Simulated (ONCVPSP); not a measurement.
## Configuration tests for calcium (ONCV)

* Element: Ca
* Generator: ONCVPSP 4.0.1
* Type: optimised norm-conserving Vanderbilt (ONCV)
* Functional: PBEsol
* Relativity: fully relativistic
* Frozen core: [Ne]
* Valence charge: 10
* Reference configuration: 3s2 3p6 4s1 4p1
* Partial waves: 3s+4s: rc 2.20 bohr, ncon 3, nbas 7, qcut 5.3 1/bohr, 3 projectors, debl 3.3 Ha; 3p+4p: rc 2.40 bohr, ncon 5, nbas 8, qcut 6.6 1/bohr, 2 projectors; d scattering state at 0.35 Ha: rc 2.50 bohr, ncon 4, nbas 7, qcut 3.8 1/bohr, 2 projectors, debl 0.9 Ha; f scattering state at 0.13 Ha: rc 1.85 bohr, ncon 4, nbas 7, qcut 5.6 1/bohr, 2 projectors, debl 1.1 Ha
* Local potential: polynomial inside 1.45 bohr (lpopt 2, dvloc0 4 Ha)
* Core correction: Teter function, fcfact 3, rcfact 1.3

Open shells are filled in proportion to 2j + 1.

In the d channel the program set the typed energies aside and used -0.111, 0.789 Ha (j = l + 1/2; the other j can differ).

Energies are relative to the spin-unpolarised reference configuration 3s2 3p6 4s1 4p1; without spin polarisation the order of configurations can differ from experiment.

```
valence configuration  charge  ΔE all-electron (eV)  error AE − PS (meV)
      3s2 3p6 4s1 4p0      +1                 3.879                 +0.1
      3s2 3p6 4s0 4p0      +2                15.561                 -1.1
    3s2 3p6 4s1.5 4p0    +0.5                 0.077                 -0.1
```

(1) What are ΔE and the potential's error for 3s2 3p6 4s2 4p0?

Levels in the configuration 3s2 3p6 4s0 4p0:

```csv
level,all-electron (eV),pseudo (eV)
3s j=1/2,-62.086,-62.121
3p j=3/2,-42.853,-42.856
3p j=1/2,-43.243,-43.247
```

## Answers

(1) ΔE = -2.426 eV all-electron; the error (AE − PS) is -0.4 meV.
